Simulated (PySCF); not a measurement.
CsH: one state, many levels of theory

State: ¹Σ⁺ (singlet), closed shell. Set-up: Cs def2-SVPD with ECP46, H def2-SVPD; scalar-relativistic core potentials (PySCF 2.14). De refers to Cs + H in their ground configurations, without counterpoise correction. A positive dipole means Cs(−)H(+).

```
      Level  Re (Å)  ωe (cm⁻¹)  De (eV)  μ (D)
        RHF   2.666        852     0.74  -9.89
    RHF-MP2   2.615        872     1.32    n/a
RHF-SCS-MP2   2.624        863     1.46    n/a
   RHF-CCSD   2.633        843     1.54    n/a
RHF-CCSD(T)   2.631        843     1.56    n/a
        PBE   2.583        843     1.65  -7.37
     PBEsol   2.563        859     1.71  -7.27
     revPBE   2.601        825     1.67  -7.53
     r²SCAN   2.597        855     1.68  -8.29
       PBE0   2.578        871     1.58  -8.17
      B97-3   2.595        855     1.72  -8.49
    LC-ωPBE   2.592        890     1.68  -9.29
```

The bond length runs from 2.563 Å (PBEsol) to 2.666 Å (RHF). De spans 0.74 eV (RHF, mean field) to 1.72 eV (B97-3, global hybrid GGA). Correlation at CCSD(T) changes the Hartree–Fock bond energy by +0.82 eV; the triples alone change it by +0.02 eV.

Correlated steps freeze no core orbitals. Correlated levels converge slowly with the basis: in double zeta they bind strong bonds too weakly, by up to about 1 eV, and carry superposition errors of some tenths. Spin–orbit coupling is left out. Where the molecule has an RHF reference, its open-shell atoms are computed with UHF. The CCSD T1 diagnostic is raised, a sign that a single reference may not be enough here.

The whole job (state search and all levels along the bond) took about 0.81 min on 1 thread of Intel Xeon Platinum 8488C (shared host), peak memory 0.41 GiB.
